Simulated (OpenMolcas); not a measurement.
**Pt2+ in a point-charge field**

Pt2+ among 4 point charges of -2.5 e arranged as a tetrahedron (Td), 1.78 Å from the ion.
```
   1.0277    1.0277    1.0277  -2.50
   1.0277   -1.0277   -1.0277  -2.50
  -1.0277    1.0277   -1.0277  -2.50
  -1.0277   -1.0277    1.0277  -2.50
```

```json
{
  "Program": "OpenMolcas",
  "Method": "CASSCF",
  "Basis": "ANO-RCC-VDZP [7s6p4d2f]",
  "Scalar Hamiltonian": "DKH2, point nucleus",
  "Active space": "8 electrons in 5 orbitals (5d)",
  "State averaging": "2S+1 = 3 even, 10 roots; 2S+1 = 1 even, 15 roots",
  "Spin-orbit coupling": "RASSI with atomic mean-field integrals over the reference wave functions"
}
```

The lowest spin-free states (labels of Td), above the lowest:

```tsv
State	Degeneracy	E (cm-1)	Free-ion L (%)
3T1	3	0.0	F (99)
3T2	3	3209	F (100)
3A2	1	6372	F (100)
1E	2	9582	D (74)
1T2	3	12362	D (95)
3T1	3	13446	P (99)
1T2	3	17502	G (95)
1T1	3	18160	G (100)
1A1	1	19377	G (97)
1E	2	20429	G (74)
1A1	1	42657	S (97)
```

The lowest levels with spin-orbit coupling:

```
E (cm-1)  Degeneracy  Label      2S+1
     0.0           1     A1         3
   579.4           3     T1         3
    1124           2      E         3
    2505           3     T2         3
    7843           3     T2  3 (73 %)
    8745           2      E  1 (52 %)
   10674           3     T1         3
   11147           1     A2         3
   12096           3     T2  3 (81 %)
   15397           2      E         3
   18338           3     T2         3
   19862           1     A1  3 (86 %)
   21579           3     T1         3
   22425           2      E  1 (66 %)
   24053           3     T2  1 (88 %)
   24985           3     T1         1
   26299           1     A1         1
   26934           3     T2  1 (61 %)
   29915           2      E  1 (75 %)
   52322           1     A1  1 (89 %)
```

Electric-dipole absorption from the lowest level at this geometry, strongest bands:

| E (cm-1) | λ (nm) | Label | f |
| --- | --- | --- | --- |
| 2505 | 3990 | T2 | 1.80e-03 |
| 7843 | 1270 | T2 | 2.04e-03 |
| 12096 | 827 | T2 | 2.45e-03 |
| 18338 | 545 | T2 | 5.35e-04 |
| 24053 | 416 | T2 | 1.76e-03 |
| 26934 | 371 | T2 | 7.72e-05 |

Powder χT (cm3 K/mol): 0.017 at 2 K, 0.0849 at 10 K, 0.425 at 50 K, 0.849 at 100 K, 1.64 at 200 K, 2.21 at 300 K. The effective moment at 300 K is 2.828 √(χT) = 4.21 μB.

The lowest level has 2S+1 = 3, for which the spin-only value is χT = S(S+1) / 2 = 1.000 cm3 K/mol (g = 2). The computed 2.211 at 300 K differs by +1.211, through orbital momentum, spin-orbit coupling and any other state in reach. With a threefold ground state the orbital momentum is unquenched, so the spin-only value is not expected to hold.

An orbital triplet at a regular site is open to Jahn-Teller coupling, which can distort the site and quench the lowest spin-orbit gaps and is left out. Without dynamic correlation the repulsion within the d shell is too large (B by tens of per cent), so at a given field states of lower spin stand too high. Real 4d8 and 5d8 ions are as a rule square planar and diamagnetic. This is an electrostatic model: the charges have no orbitals. No measured value stands beside these numbers.

The RASSCF and RASSI steps took 6.3 s on 1 thread of Arm Neoverse V1 (shared host); the integral step is not counted.
